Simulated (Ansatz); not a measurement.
Molecule: GeCl, charge 0, multiplicity 2. 
Geometry from a B3LYP-D3(BJ)/def2-TZVP (Ansatz, a first-principles code) optimisation:
```xyz
2

Ge     0.0000     0.0000    -0.7621
Cl     0.0000     0.0000     1.4345
```
Charge 0, spin multiplicity 2.

Quantity: atomisation energy (electronic, to ground-state atoms), in kcal/mol. Valence correlation only, unless marked. Open shells are spin-unrestricted. No spin-orbit coupling. Frozen are the shells of the preceding noble gas and the d and f shells that filled before the atom's block. Non-relativistic. The coupled-cluster limit lacks core correlation, which all-electron functionals hold. CBS marks a two-point X^-3 extrapolation of the correlation energy; Hartree-Fock from the larger set.

```csv
level,program,atomisation energy (kcal/mol)
PBE/def2-TZVPD,Ansatz,99.9
revPBE-D3(BJ)/def2-TZVPD,Ansatz + dftd3,___
r2SCAN0-D4/def2-TZVPD,Ansatz + dftd4,94.1
HSE06-D3(BJ)/def2-TZVPD,Ansatz + dftd3,96.4
B2GP-PLYP/def2-TZVPD,Ansatz,93.2
B2PLYP/def2-TZVPD,Ansatz,___
"CCSD(T)/CBS(def2-TZVPPD,def2-QZVPPD)",Ansatz,___
```

Question: Fill in the missing entries.

Answer: 
- revPBE-D3(BJ)/def2-TZVPD, atomisation energy (kcal/mol): 96.8
- B2PLYP/def2-TZVPD, atomisation energy (kcal/mol): 93.8
- CCSD(T)/CBS(def2-TZVPPD,def2-QZVPPD), atomisation energy (kcal/mol): 94.5
